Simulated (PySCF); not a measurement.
## Ionising BeI

PBE0; PySCF, spin-free X2C with a Gaussian nucleus, basis sets Be x2c-SVPall, I x2c-SVPall. Neutral (UKS): doublet (σ ↑), Re = 2.208 Å, ωe = 602 cm⁻¹, De = 2.89 eV, HOMO -6.17 eV, LUMO -2.26 eV.

BeI⁺ (UKS): singlet (closed shell), Re = 2.095 Å, ωe = 730 cm⁻¹, De = 3.43 eV to Be⁺ + I. The energies at the minima are -7129.17127 hartree for BeI and -7128.86278 for BeI⁺.

(1) Work out the adiabatic ionisation energy, without and with harmonic zero-point energies (1 hartree = 27.2114 eV, 1 eV = 8065.5 cm⁻¹), and the change of the bond length.

These are scalar-relativistic numbers at best; spin–orbit coupling would shift them, the dissociation energy most. For an ion De counts to the pair picked by the measured ionisation energies or electron affinities, which need not be the lowest pair at this level. States were picked by a PBE0 search and need not be the measured ground states.

## Answers

(1) At PBE0: 0.30849 hartree = 8.394 eV between the minima; the zero-point term (730.0 − 602.0)/2 cm⁻¹ = +0.008 eV makes it 8.402 eV. Re changes by -11.3 pm against the neutral. The electron leaves a σ orbital, and the shorter bond of the ion fits an antibonding orbital, or a change in how ionic the bond is.
